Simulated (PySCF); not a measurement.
F₂HIOSi, SMILES O[Si](F)(F)I. Atoms are numbered in the order given.

```xyz
6

O      1.5382     1.7145     0.0000
Si     0.0001     1.1805     0.0000
F     -0.8026     1.7354     1.2759
F     -0.8026     1.7354    -1.2759
I      0.0084    -1.2103     0.0000
H      1.6919     2.6657     0.0000
```
Charge 0, spin multiplicity 1.

Geometry optimised at PBE0-D3(BJ)/def2-SVP. This is a generated structure with no PubChem entry under its InChIKey; it may be hypothetical. The def2 effective core potentials stand for the cores of I; spin–orbit coupling is left out. The values are those of a single conformer.

All values below come from PBE/def2-TZVP (PySCF).

Symmetry labels are those of the subgroup Cs that the program uses (full group Cs).

Q: List the valence orbital energies around the gap with their symmetry. (The exact figures need the calculation; the answer reports its results.)

A: 
| orbital | symmetry | energy (eV) |
|---|---|---|
| HOMO−7 | A' | -11.10 |
| HOMO−6 | A" | -10.58 |
| HOMO−5 | A" | -10.22 |
| HOMO−4 | A' | -9.53 |
| HOMO−3 | A' | -9.15 |
| HOMO−2 | A" | -8.71 |
| HOMO−1 | A' | -7.12 |
| HOMO | A" | -7.11 |
| LUMO | A' | -1.55 |
| LUMO+1 | A' | -0.20 |
| LUMO+2 | A" | 0.30 |
| LUMO+3 | A' | 0.55 |
